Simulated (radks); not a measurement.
The numbers below are computed, except where a source is named.
The nuclear charge of the copper ion Cu+ is varied continuously with 28 electrons held in [Ar] 3d10. Code: a radial shooting solver on a logarithmic mesh with Libxc functionals. Model: Dirac Kohn-Sham, PBE, spin-unpolarised, spherical densities, point nucleus. By the Hellmann-Feynman theorem dE/dZ = E(electron-nucleus)/Z, the electronic potential at the nucleus.

Z     E (hartree)  E(electron-nucleus)/Z (hartree)   HOMO  e(HOMO) (eV)  <r> HOMO (bohr)
28.6  -1600.22610                         -134.649  3d5/2        -8.127            1.095
28.8  -1627.28512                         -135.941  3d5/2       -10.725            1.055
29    -1654.60222                         -137.230  3d5/2       -13.550            1.019
29.2  -1682.17687                         -138.516  3d5/2       -16.590           0.9865
29.4  -1710.00862                         -139.801  3d5/2       -19.834           0.9572
29.6  -1738.09708                         -141.084  3d5/2       -23.273           0.9304
29.8  -1766.44196                         -142.365  3d5/2       -26.900           0.9058
30    -1795.04297                         -143.645  3d5/2       -30.709           0.8830

The central difference of E at Z = 29 is -137.229 hartree, to compare with the third column; the second derivative is -6.44 hartree.
